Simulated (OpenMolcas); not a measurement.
## Sn: the spin-orbit constant, Slater's ratio, thermal populations, worked from levels

```
Program             : OpenMolcas 26.06
Basis               : ANO-R2 [7s6p4d2f1g]
Scalar Hamiltonian  : X2C, finite nucleus
Active space        : 2 electrons in 3 orbitals (5p)
State averaging     : 2S+1 = 3 even, 3 roots; 2S+1 = 1 even, 6 roots
Spin-orbit coupling : state interaction with AMFI integrals over the reference wave functions, term energies averaged over their components
```

Methods: CASSCF; SS-CASPT2, IPEA 0.25 Eh, imaginary shift 0.1 Eh (closed shells correlated: 4d 5s). Measured levels: NIST Handbook of Basic Atomic Spectroscopic Data.

**The spin-orbit constant.** For the Hund term ³P of p2, E(J) = (A/2) J(J+1) + constant and ζ = 2S·A = 2A. From J = 0 to J = 2 the energy changes by 3 A.

```json
{"Source": "CASSCF", "E(2) - E(0)": "3088.6", "A": "1029.5", "ζ": "2059"}
{"Source": "SS-CASPT2", "E(2) - E(0)": "3097.2", "A": "1032.4", "ζ": "2065"}
{"Source": "measured", "E(2) - E(0)": "3427.7", "A": "1142.6", "ζ": "2285"}
```

All in cm-1. SS-CASPT2 is off by -9.6 % and CASSCF by -9.9 %. Both methods take the spin-orbit matrix elements from the reference wave functions, so the second can move ζ only through the term energies and any multistate remixing. Second-order mixing with other terms is absorbed into this ζ.

**Slater's ratio.** With one set of orbitals, p2 has ¹D - ³P = 6 F2 and ¹S - ¹D = 9 F2 (F2 = F²/25), a ratio of 3/2. Term energies are centres of gravity, weighted by 2J + 1.

```json
{"Source": "CASSCF", "¹D - ³P": "8184", "¹S - ³P": "19631", "F2 from the first": "1364", "Ratio": "1.399"}
{"Source": "SS-CASPT2", "¹D - ³P": "6882", "¹S - ³P": "16004", "F2 from the first": "1147", "Ratio": "1.325"}
{"Source": "measured", "¹D - ³P": "6145", "¹S - ³P": "14694", "F2 from the first": "1024", "Ratio": "1.391"}
```

Energies in cm-1. A ratio away from 3/2 shows effects beyond one configuration with one set of orbitals, and in heavier atoms second-order spin-orbit shifts.

**Thermal populations.** Z = Σ (2J + 1) exp(-E/kT) with k = 0.695035 cm-1/K, over the levels below. No other level of either list lies under 34600 cm-1, which is above 7 kT at each temperature.

| Level | 2J + 1 | SS-CASPT2 | measured |
| --- | --- | --- | --- |
| 5s² 5p² ³P₀ | 1 | 0.0 | 0.0 |
| 5s² 5p² ³P₁ | 3 | 1446 | 1692 |
| 5s² 5p² ³P₂ | 5 | 3100 | 3428 |
| 5s² 5p² ¹D₂ | 5 | 9080 | 8613 |
| 5s² 5p² ¹S₀ | 1 | 18210 | 17162 |

| T (K) | Z, SS-CASPT2 | Z, measured levels | Ground level (%), SS-CASPT2 | Ground level (%), measured levels |
| --- | --- | --- | --- | --- |
| 2000 | 2.605 | 2.323 | 38.4 | 43.0 |
| 3000 | 3.694 | 3.379 | 27.1 | 29.6 |
| 5000 | 5.400 | 5.135 | 18.5 | 19.5 |

At 5000 K, kT = 3475 cm-1, and the computed levels give Z = 1.000 + 1.979 + 2.049 + 0.367 + 0.005 = 5.400.

CASPT2 does not keep the components of a term degenerate, so their means are used; among the terms shown or strongly mixed into the levels shown the widest spread is 81 cm-1 (5s² 5p² ¹D, SS-CASPT2). With the s shell closed, the reference lacks s² → p² mixing. Computed and measured levels are paired by configuration, term and J; levels that our copy of the source lacks, or whose pairing is in doubt (as where it misses far off the trend of its configuration), stay unpaired and out of the deviations. Levels of configurations outside the active space are missing.
